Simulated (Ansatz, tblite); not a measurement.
Spin states of the cluster Zn2S⁺, each relaxed with r2SCAN-D4/def2-TZVP in Ansatz. Electronic energies in the gas phase.

The xTB rows come from tblite. B3LYP takes the VWN-RPA correlation. Correlated methods freeze 23 core orbitals. In CCSD on the charge 1 doublet the largest single amplitude is 0.33, so its Hartree–Fock determinant may place the open shell otherwise than the density functionals do. The structure comes from a short search, and lower isomers may exist.

Doublet geometry (C2v within 0.1 Å):

```xyz
3

Zn   -0.688   -1.228   -1.211
Zn    0.299    0.712    1.688
S     0.389    0.515   -0.477
```

Quartet geometry (C2v within 0.1 Å):

```xyz
3

Zn   -0.636   -1.184    1.484
Zn    0.624    0.324   -1.875
S     0.013    0.859    0.391
```

⟨S²⟩: doublet 0.76 at PBE0-D4/def2-TZVP (pure 0.75), quartet 3.76 at PBE0-D4/def2-TZVP (pure 3.75).

Run but left out: HF/def2-TZVP, HF/def2-TZVPP, MP2/def2-TZVP, MP2/def2-TZVPP (doublet: a determinant that CCSD turns far, T1 0.048).

Only these spin states were relaxed.

```json
{"level": "GFN1-xTB", "quartet − doublet (kJ/mol)": "229.1", "lowest of these": "doublet", "remarks": "–"}
{"level": "GFN2-xTB", "quartet − doublet (kJ/mol)": "121.9", "lowest of these": "doublet", "remarks": "–"}
{"level": "LDA (SPW92)/def2-TZVP", "quartet − doublet (kJ/mol)": "157.2", "lowest of these": "doublet", "remarks": "–"}
{"level": "PBE-D4/def2-TZVP", "quartet − doublet (kJ/mol)": "125.0", "lowest of these": "doublet", "remarks": "–"}
{"level": "r2SCAN-D4/def2-TZVP", "quartet − doublet (kJ/mol)": "103.2", "lowest of these": "doublet", "remarks": "–"}
{"level": "B3LYP-D4/def2-TZVP", "quartet − doublet (kJ/mol)": "101.7", "lowest of these": "doublet", "remarks": "–"}
{"level": "PBE0-D4/def2-TZVP", "quartet − doublet (kJ/mol)": "103.7", "lowest of these": "doublet", "remarks": "–"}
{"level": "CAM-B3LYP-D4/def2-TZVP", "quartet − doublet (kJ/mol)": "83.4", "lowest of these": "doublet", "remarks": "–"}
{"level": "ωB97X-V/def2-TZVP", "quartet − doublet (kJ/mol)": "87.0", "lowest of these": "doublet", "remarks": "–"}
{"level": "RPA@PBE/def2-TZVP", "quartet − doublet (kJ/mol)": "114.1", "lowest of these": "doublet", "remarks": "–"}
{"level": "CCSD/def2-TZVPP", "quartet − doublet (kJ/mol)": "76.8", "lowest of these": "doublet", "remarks": "large T1 (0.048) (doublet)"}
{"level": "CCSD(T)/def2-TZVPP", "quartet − doublet (kJ/mol)": "94.7", "lowest of these": "doublet", "remarks": "large T1 (0.048) (doublet)"}
```

Change of the quartet − doublet gap on mixing in exact exchange, in kJ/mol: PBE to PBE0 (25 % exact exchange) -21.3.

The xTB methods have no spin-polarisation term.
